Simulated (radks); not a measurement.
The mean radii <r> (bohr) of the occupied orbitals of an atom or ion are listed with their occupations. Calculated with a radial shooting solver on a logarithmic mesh with Libxc functionals: scalar-relativistic Kohn-Sham, LDA (Slater exchange, Perdew-Wang correlation), spin-polarised, spherical densities, finite nucleus; Fermi nuclear charge, rms radius of each element as measured or else 0.836 A^(1/3) + 0.57 fm.

orbital  occ.     <r>
1s up       1  0.1116
1s down     1  0.1116
2s up       1  0.5701
2s down     1  0.5690
2p up       3  0.5378
2p down     3  0.5359
3s up       1   1.941
3p up       1   2.224
4p up       1   5.814

Name the element and its charge. Open shells, if any, are filled with parallel spins first.

Answer. Z = 14, silicon, charge +1: Si+ in [Ne] 3s1 3p1 4p1. The 1s radius gives Z: for a bare nucleus <r> = (2 gamma + 1)/(2Z) with gamma = sqrt(1 - (Z/c)^2), 0.1068 bohr for Z = 14, and screening makes it slightly larger (0.1116 here). The occupations add up to 13, and the charge is Z minus that.
